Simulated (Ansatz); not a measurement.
Dissociation curve of GaH (anion, charge -1), lowest doublet found (which spin is the ground state isn't settled by this scan).

ROCCSDT(Q) = Ansatz (a first-principles code) with CCSDT(Q)/B on ROHF/aug-cc-pVTZ, cores with 3d frozen; FCI = full CI/aug-cc-pVTZ, cores with 3d frozen (Ansatz).

Energies relative to the lowest point of each curve between 1.41 and 2.06 Å, where full CI is lowest, in kcal/mol:

| R / Å | ROCCSDT(Q) |
|---|---|
| 1.09 | 101.3 |
| 1.20 | 55.8 |
| 1.34 | 23.3 |
| 1.41 | 13.9 |
| 1.46 | 9.1 |
| 1.55 | 3.5 |
| 1.67 | 0.3 |
| 1.82 | 0.5 |
| 2.43 | 15.8 |
| 2.69 | 22.4 |
| 3.38 | 35.3 |
| 4.47 | 45.7 |

Question: What does FCI give at the same points?

Answer: 1.09: 101.3; 1.20: 55.8; 1.34: 23.3; 1.41: 13.9; 1.46: 9.1; 1.55: 3.5; 1.67: 0.3; 1.82: 0.5; 2.43: 15.8; 2.69: 22.4; 3.38: 35.3; 4.47: 45.7 (kcal/mol).

The T1 diagnostic of CCSD on the restricted reference of ROCCSDT(Q) exceeds 0.045 at 3.86 to 5.17 Å. Where the anion isn't bound against loss of the electron, the finite basis alone holds it. Also computed but left out beside FCI, since their determinant holds another spin at the minimum (<S²> over 0.7 above the pure value): UHF/STO-3G.
